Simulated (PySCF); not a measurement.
**C2H2MgO**

C2H2MgO is a small molecule, neutral, singlet. The structure, one conformer, was relaxed in the gas phase by PBE0-D3(BJ)/def2-SVP. No frequency run checks that it is a minimum.

SMILES: C#[C][Mg][OH]

Coordinates in Å:
```
O1     -2.038    1.276    1.003
Mg2    -0.662    0.415    0.325
C3      0.930   -0.565   -0.438
C4      1.893   -1.165   -0.898
H5     -2.837    1.703    1.292
H6      2.737   -1.696   -1.306
```

Shieldings: GIAO PBE0/pcSseg-2. Shifts are against computed references at the same level: C TMS (σ 184.1 ppm), H TMS (σ 31.24 ppm). Core levels by delta-SCF with SCAN, pcX-2 on the ionised atom and pcseg-1 elsewhere, spin-free X2C; from the vacuum level, for chosen atoms.

(1) Give the NMR and core-level values of the distinct atoms.

(2) By CAM-B3LYP/def2-SVPD (TDDFT singlets, Tamm-Dancoff triplets, ionisation by delta-SCF), where does absorption start, and what does vertical ionisation take?

Answers

(1) 
| atoms | bonded to | σ (ppm) | δ (ppm) | core level (eV) |
| --- | --- | --- | --- | --- |
| O1 | 1 Mg + 1 H | 354.2 | - | 1s 536.80 |
| Mg2 | 1 C + 1 O | 536.1 | - | 1s 1311.90 |
| C3 | 1 C + 1 Mg | 86.6 | 97.5 | - |
| C4 | 1 C + 1 H | 77.4 | 106.7 | - |
| H5 | 1 O | 31.21 | 0.04 | - |
| H6 | 1 C | 29.84 | 1.41 | - |

Values are those of this one static structure; atoms that internal rotation interchanges would show their mean in an NMR spectrum.

Core levels of C3, C4 are left out, their hole states being strongly spin-contaminated.

(2) The first singlet with intensity lies at 5.99 eV (f 0.006); what lies below it is dark. The lowest singlet lies at 5.63 eV (f 0.000), the strongest of the first 6 at 6.17 eV (f 0.084), the lowest triplet at 4.72 eV; vertical ionisation takes 10.29 eV.
